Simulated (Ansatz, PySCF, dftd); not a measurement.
Species: CH$_{2}$NS, charge 0, doublet. CH2NS (SMILES N[C]=S, doublet).
B3LYP-D3(BJ)/def2-TZVP minimum from Ansatz (a program for electronic structure):
```xyz
5

C      0.0343    -0.5792    -0.1118
N     -1.1545    -1.1053     0.0715
S      0.6961     0.8659    -0.0074
H     -1.3063    -2.0909    -0.0695
H     -1.9562    -0.5513     0.3579
```
Charge 0, spin multiplicity 2.

Property: enthalpy of formation at 298 K (by atomisation, with ideal-gas terms from PySCF's Hessian at B3LYP-D3(BJ)/def2-TZVP and the atoms' measured values of the G2/97 table; no spin-orbit terms), in kcal/mol. Open shells are spin-unrestricted; no spin-orbit coupling. Cores are frozen in correlated methods. Rows without X2C or -DK are non-relativistic. CBS(X,Y): correlation extrapolated as X^-3, Hartree-Fock from the larger set. A bracket is a step between two methods taken in the basis named. The functionals are non-relativistic, so their misses hold any scalar relativity. '+ core + X2C': CCSD(T) terms for core correlation (cc-pwCVTZ, 1s frozen past Ne) and scalar relativity (cc-pVTZ-DK). For partners of very few electrons the exact lower level stands in for a higher one.

| level | program | enthalpy of formation at 298 K (kcal/mol) | difference against the last row |
|---|---|---|---|
| PBE-D3(BJ)/def2-TZVPD | Ansatz + dftd3 | 25.8 | -26.8 |
| r2SCAN-D4/def2-TZVPD | Ansatz + dftd4 | 46.5 | -6.1 |
| r2SCANh/def2-TZVPD | Ansatz | 52.5 | -0.1 |
| CCSD(T)/cc-pV(D+d)Z | Ansatz | 99.9 | 47.3 |
| CCSDT(Q)/cc-pV(D+d)Z | Ansatz | 98.9 | 46.3 |
| CCSD(T)/CBS(cc-pV(T+d)Z,cc-pV(Q+d)Z) + [CCSDT(Q) - CCSD(T)]/cc-pV(D+d)Z + core + X2C | Ansatz | 52.6 | 0.0 |
